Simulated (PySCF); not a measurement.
A side-by-side comparison of computed properties.

First species: (CH3CH2)2CFCH3, C6H13F.
Atom-mapped SMILES: `[CH3:1][CH2:2][C:3]([CH3:4])([F:5])[CH2:6][CH3:7]` (hydrogens: H8, H9, H10 on C1; H11, H12 on C2; H13, H14, H15 on C4; H16, H17 on C6; H18, H19, H20 on C7)

Second species: C2H2O4Si.
SMILES with atom numbers: `[O:1]=[C:2]1[O:3][SiH2:4][O:5][C:6]1=[O:7]` (hydrogens: H8, H9 on Si4)

Levels: wB97X-D/def2-SVPD for dipole moment, HOMO energy, LUMO energy, HOMO–LUMO gap, static isotropic polarisability and electronic spatial extent ⟨r²⟩ about the centre of nuclear charge; TDDFT wB97X-D/def2-SVPD for lowest singlet excitation; TDA wB97X-D/def2-SVPD for lowest triplet excitation (Tamm–Dancoff); GFN2-xTB for rotational constant A and rotational constant C. Geometries: GFN2-xTB. Each structure is a single optimised conformer of the isolated species, non-relativistic unless stated. Electronic properties by PySCF.

The conformers computed, where there is a choice (atom-mapped SMILES and torsion angles):
- `[CH3:1][CH2:2][C:3]([CH3:4])([F:5])[CH2:6][CH3:7]`: C1–C2–C3–C4 177°, C2–C3–C6–C7 -60°

Values for the first species:

```
Dipole moment                                                     : 1.92 D
HOMO energy                                                       : -10.63 eV
LUMO energy                                                       : 2.29 eV
HOMO–LUMO gap                                                     : 12.92 eV
Lowest singlet excitation                                         : 8.99 eV
Lowest triplet excitation (Tamm–Dancoff)                          : 8.89 eV
Static isotropic polarisability                                   : 73.6 au
Electronic spatial extent ⟨r²⟩ about the centre of nuclear charge : 860 bohr²
Rotational constant A                                             : 2.679 GHz
Rotational constant C                                             : 1.749 GHz
```

**Question.** Estimate the same properties for the second species, and the change in each.

**Answer.** 
| property | first | second | second less first |
| --- | --- | --- | --- |
| dipole moment | 1.92 D | 5.73 D | +3.81 D |
| HOMO energy | -10.63 eV | -10.50 eV | +0.13 eV |
| LUMO energy | 2.29 eV | -0.47 eV | -2.76 eV |
| HOMO–LUMO gap | 12.92 eV | 10.03 eV | -2.89 eV |
| lowest singlet excitation | 8.99 eV | 4.38 eV | -4.61 eV |
| lowest triplet excitation (Tamm–Dancoff) | 8.89 eV | 3.85 eV | -5.04 eV |
| static isotropic polarisability | 73.6 au | 54.6 au | -19.0 au |
| electronic spatial extent ⟨r²⟩ about the centre of nuclear charge | 860 bohr² | 732 bohr² | -128 bohr² |
| rotational constant A | 2.679 GHz | 3.767 GHz | +1.088 GHz |
| rotational constant C | 1.749 GHz | 1.520 GHz | -0.229 GHz |

On the first: The dipole matches unit charges of opposite sign 0.40 Å apart (1 e·Å = 4.8032 D). The vertical singlet–triplet gap S1 − T1 is 0.10 eV (TDDFT singlet less Tamm–Dancoff triplet; S1: HOMO→LUMO, weight 0.91; T1: HOMO→LUMO, weight 0.88).

On the second: Point group C2v permits a dipole; with 5.73 D the species has a pure rotational spectrum. The 8 singlets span 4.38 to 7.91 eV, and their oscillator strengths add up to 0.25.
